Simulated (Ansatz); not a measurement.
Mulliken charges of CCl$_{2}$NSn, SMILES `N#[C][Sn]([Cl])[Cl]` radical from r2SCAN/def2-TZVPP in Ansatz (PBE0-D4/def2-TZVP geometry).

| atom | x (Å) | y (Å) | z (Å) | charge (e) |
| --- | --- | --- | --- | --- |
| N1 | -1.959 | 0.147 | -1.555 | -0.059 |
| C2 | -1.040 | 0.216 | -0.861 | -0.302 |
| Sn3 | 0.652 | 0.562 | 0.375 | 0.964 |
| Cl4 | 0.060 | -0.215 | 2.477 | -0.301 |
| Cl5 | 2.336 | -0.784 | -0.478 | -0.301 |

By hand: the dipole of these point charges (1 e Å = 4.8032 D).

Σ q r = (0.337, 0.769, 0.112) e Å, of length 0.847 e Å = 4.07 D.

How does the dipole of the full density compare? (Best estimate.)

Ansatz gave: (0.443, 0.418, 0.261) e Å, 3.18 D; the point charges give 1.28 times that, at 27° from its direction.

Point charges leave out the atoms' own dipoles, such as those of lone pairs, and Mulliken's split depends on the basis, so the two needn't agree.
